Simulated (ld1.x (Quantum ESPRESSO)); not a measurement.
# What one change does to a pseudopotential (phosphorus, RRKJ)

- Element: phosphorus
- Generator: ld1.x (Quantum ESPRESSO) 7.5
- Type: norm-conserving RRKJ (Kleinman–Bylander form)
- Functional: LDA (PZ)
- Relativity: non-relativistic
- Frozen core: [Ne]
- Valence charge: 5
- Reference configuration: 3s2 3p2.5 (charge +0.5)
- Partial waves: 3p (bound): rc 1.75 bohr; 3d channel at -0.15 Ry: rc 1.40 bohr; 3s (bound): rc 1.35 bohr
- Local potential: the s channel
- Core correction: a·sin(br)/r model core inside 0.95 bohr
- rho0: 0.001

Change: wave 3p (bound): rc 1.75 bohr becomes 3p (bound): rc 2.62 bohr.

Cutoffs: the cutoffs (Ry, on a coarse ladder) from which the occupation-weighted sum of valence levels, in a spherical-Bessel basis at the reference potential, stays within 10 and 1 mRy of its value at 400 Ry; they do not see the model core or the augmentation charge, which bear on the density cutoff. Errors are all-electron minus pseudo energies relative to the spin-unpolarised reference configuration.

Task: What does the change do?

Result: The potential gets neither clearly harder nor softer (35 Ry and 80 Ry → 35 Ry and 70 Ry); the s channel sets the loose cutoff, while the largest relative change is in p, which becomes softer; of the 9 tests that both files solve, the error grows in 0 and shrinks in 4 by more than 15 % and 0.3 meV (median size 21.8 → 11.8 meV); neither file shows a bound ghost. That the errors move this way runs against the usual rule that smaller radii transfer better.

| quantity | base | changed |
| --- | --- | --- |
| cutoff, loose | 35 Ry | 35 Ry |
| cutoff, tight | 80 Ry | 70 Ry |
| loose cutoff by channel (10 mRy a level) | p 15 Ry, s 18 Ry | p 8 Ry, s 18 Ry |
| bound ghosts | none | none |
| error for 3s2 3p3, meV [ΔE -3.83 eV] | +0.7 | +0.8 |
| error for 3s2 3p2, meV [ΔE 6.01 eV] | +1.5 | +1.6 |
| error for 3s2 3p1, meV [ΔE 25.27 eV] | +22 | +22 |
| error for 3s2 3p0, meV [ΔE 55.17 eV] | +92 | +84 |
| error for 3s1 3p0, meV [ΔE 107.24 eV] | +206 | +179 |
| error for 3s1 3p4, meV [ΔE 4.58 eV] | -3.3 | -0.3 |
| error for 3s0 3p5, meV [ΔE 13.13 eV] | -14 | -2.4 |
| error for 3s2 3p2.5 (spin-polarised), meV [ΔE -1.18 eV] | +24 | +12 |
| error for 3s2 3p3 (spin-polarised), meV [ΔE -5.34 eV] | +30 | +16 |
